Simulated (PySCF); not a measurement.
Compound: C4H8GeO2Si.
Atom-mapped SMILES: `[CH3:1][O:2][C:3](=[O:4])[SiH2:5][C:6]#[C:7][GeH3:8]` (hydrogens: H9, H10, H11 on C1; H12, H13 on Si5; H14, H15, H16 on Ge8)

Method: PySCF 2.14.0, PBE0-D3(BJ)/def2-SVP geometry optimisation, gas phase; density fitting, grid level 1; the optimiser is geomeTRIC in internal coordinates, started from a GFN2-xTB structure with every atom displaced at random (about 0.01 Å).

Step 1: E = -72731.0007 eV
```
atom  x, y, z in Å  |  force x, y, z in eV/Å
C1     -3.1634   -1.1089    0.1767   -0.050  -0.403  -0.212
O2     -2.0715   -0.6581   -0.6111    0.099   0.115  -0.037
C3     -1.6594    0.5972   -0.3854   -0.274   0.111   0.224
O4     -2.2028    1.3397    0.3951    0.198  -0.143  -0.205
Si5    -0.0747    1.0355   -1.3910    0.123  -0.071  -0.060
C6      1.3576    0.6034   -0.3306   -0.097   0.035  -0.001
C7      2.2742    0.2999    0.4213    0.074  -0.023   0.026
Ge8     3.7041   -0.1838    1.5870    0.198  -0.016  -0.006
H9     -2.8950   -1.1116    1.2372    0.051   0.026   0.220
H10    -4.0484   -0.4703    0.0473    0.001   0.015  -0.070
H11    -3.3678   -2.1417   -0.1570   -0.023   0.288   0.078
H12    -0.0105    0.2476   -2.6574   -0.024   0.037   0.052
H13    -0.0846    2.4952   -1.6789   -0.022  -0.008   0.029
H14     4.4315    1.1069    2.0437   -0.118  -0.225  -0.087
H15     3.1154   -0.9251    2.8051    0.045   0.066  -0.107
H16     4.6760   -1.1149    0.8117   -0.183   0.195   0.155
```

Step 2: E = -72731.0106 eV
```
atom  x, y, z in Å  |  force x, y, z in eV/Å
C1     -3.1747   -1.1123    0.1631   -0.022  -0.047   0.052
O2     -2.0572   -0.6661   -0.5929   -0.068   0.081   0.093
C3     -1.6557    0.5908   -0.3639    0.130   0.117  -0.044
O4     -2.1848    1.3466    0.4092   -0.060  -0.195  -0.049
Si5    -0.0740    1.0241   -1.3760    0.048  -0.015  -0.035
C6      1.3590    0.5987   -0.3203   -0.015   0.009   0.025
C7      2.2817    0.2985    0.4254    0.005  -0.002  -0.025
Ge8     3.7176   -0.1784    1.5800    0.023  -0.004  -0.003
H9     -2.9480   -1.0957    1.2404   -0.003   0.009  -0.029
H10    -4.0480   -0.4691   -0.0173   -0.017  -0.004  -0.001
H11    -3.3804   -2.1390   -0.1629    0.003   0.031  -0.003
H12    -0.0198    0.2373   -2.6395   -0.001   0.006  -0.004
H13    -0.0921    2.4836   -1.6608   -0.006   0.010   0.010
H14     4.4381    1.1023    2.0237    0.000  -0.004  -0.004
H15     3.1409   -0.9145    2.7963   -0.009  -0.005   0.010
H16     4.6785   -1.0959    0.8094   -0.006   0.012   0.007
```

Question: Estimate the geometry and energy of step 3. (The exact step hangs on the optimiser's Hessian estimate; all steps are aligned on step 2, rigid shifts and turns removed.)

Answer: E = -72731.0068 eV, largest force 0.350 eV/Å
```
atom  x, y, z in Å  |  force x, y, z in eV/Å
C1     -3.1948   -1.1052    0.1637    0.046   0.156   0.090
O2     -2.0626   -0.6828   -0.5868    0.097  -0.200  -0.175
C3     -1.6476    0.5706   -0.3699   -0.195  -0.181   0.124
O4     -2.1996    1.3008    0.4085    0.071   0.338   0.058
Si5    -0.0626    1.0189   -1.3742   -0.018  -0.004   0.017
C6      1.3688    0.5973   -0.3172    0.004  -0.005   0.032
C7      2.2944    0.2992    0.4258   -0.023   0.008  -0.045
Ge8     3.7328   -0.1732    1.5773   -0.063  -0.002   0.015
H9     -2.9819   -1.0711    1.2455   -0.020   0.005  -0.104
H10    -4.0566   -0.4533   -0.0419   -0.005  -0.006   0.032
H11    -3.4136   -2.1294   -0.1487    0.024  -0.102  -0.046
H12    -0.0018    0.2451   -2.6438   -0.004  -0.008  -0.016
H13    -0.0932    2.4813   -1.6431   -0.009   0.005   0.004
H14     4.4389    1.1053    2.0285    0.047   0.092   0.032
H15     3.1610   -0.9218    2.7852   -0.025  -0.027   0.045
H16     4.6991   -1.0708    0.8051    0.073  -0.070  -0.062
```

The energy changes by +0.0038 eV. The first-order estimate −F·Δx gives -0.0099 eV and the mean of the old and new forces, exact on a quadratic surface, +0.0040 eV. The step makes an angle of 73° with the force vector and moves no atom by more than 0.048 Å. The energy falls at the start of this step and ends higher, so the step passed the lowest point of its straight line.

What follows is the cost of the whole optimisation. The run took 74 s on AMD EPYC 9R14, one thread, shared host, and the process peaked at 0.80 GiB of memory.
